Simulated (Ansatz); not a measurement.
Ansatz (a quantum-chemistry and plane-wave program) input:
A basis named .json is the Basis Set Exchange file of that set.

Ansatz 0.2 input:
```yaml
crystal:
  periodic: [false, false, false]
  atoms:
    - {symbol: B, position_ang: [-0.32634591, -0.11691571, -0.11947520]}
    - {symbol: Cl, position_ang: [0.15642869, 1.52037166, -0.52898656]}
    - {symbol: Cl, position_ang: [0.64753161, -1.23234724, 0.82331634]}
    - {symbol: O, position_ang: [-1.50444945, -0.53897957, -0.55077877]}
basis:
  gaussian:
    orbitals: cc-pV_5+d_Z.json
magnetization: {spin_polarized: true, initial_magnetization: 1}
correlation: {method: ccsd_t, electrons: outside_noble_gas}
```

Q: Predict the final energy.

A: -1019.53971 Eh (CCSD(T)/cc-pV(5+d)Z). The basis has 382 functions.

It need not be the lowest isomer of its formula.
